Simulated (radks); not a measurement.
Q: Spin polarisation of the 4p2 shell in the arsenic ion As+. Start: [Ar] 3d10 4s2 4p(up 1, down 1); electrons of 4p are moved from spin down to spin up, other shells keep equal spins. Method: scalar-relativistic Kohn-Sham, PBE, spin-polarised, spherical densities, point nucleus; computed with a radial shooting solver on a logarithmic mesh with Libxc functionals. Estimate the energy gained and the exchange splitting at a moment of 2 Bohr magnetons.

A: At moment 2 the spin-polarisation energy is -0.949 eV and the 4p exchange splitting 1.918 eV, that is 0.959 eV per Bohr magneton; E = -I m^2/4 would give I = 0.949 eV.
